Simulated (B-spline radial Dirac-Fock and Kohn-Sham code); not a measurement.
Form factor and incoherent scattering function of Ru²⁶⁺

System: ruthenium as Ru²⁶⁺, configuration [Ne] 3s2 3p6.

These are calculated numbers from a radial B-spline solver; the model is relativistic Hartree-Fock (Dirac-Fock) wave functions, averaged over the configuration. f₀ is the Fourier transform of the spherical electron density, S the Waller-Hartree incoherent function, and s = sin θ/λ. The electron scattering factor follows from the Mott-Bethe formula f_e = 0.023934 Å⁻¹·(Z − f₀)/s².

```
s (Å⁻¹)      f₀       S  f_e (Å)
      0  18.000   0.000        –
   0.05  17.975   0.027  249.150
    0.1  17.902   0.109   62.464
   0.15  17.780   0.242   27.891
    0.2  17.612   0.425   15.790
   0.25  17.399   0.654   10.187
    0.3  17.145   0.924    7.142
   0.35  16.852   1.230    5.304
    0.4  16.525   1.567    4.110
   0.45  16.166   1.929    3.290
    0.5  15.781   2.311    2.702
    0.6  14.947   3.112    1.932
    0.7  14.058   3.931    1.462
    0.8  13.148   4.739    1.154
    0.9  12.245   5.514    0.938
      1  11.377   6.243    0.781
    1.1  10.561   6.921    0.661
    1.2   9.812   7.547    0.568
    1.4   8.538   8.650    0.433
    1.6   7.559   9.578    0.341
    1.8   6.829  10.361    0.275
      2   6.279  11.029    0.226
    2.5   5.298  12.363    0.148
      3   4.464  13.412    0.105
    3.5   3.662  14.259    0.079
      4   2.956  14.923    0.061
      5   1.978  15.821    0.040
      6   1.480  16.373    0.028
```

f₀ starts at the number of electrons, 18, and has fallen to half at s ≈ 1.33 Å⁻¹. The sum of ⟨r²⟩ over the electrons is 1.341 bohr². For an ion f_e diverges as s goes to zero, because of the net charge.
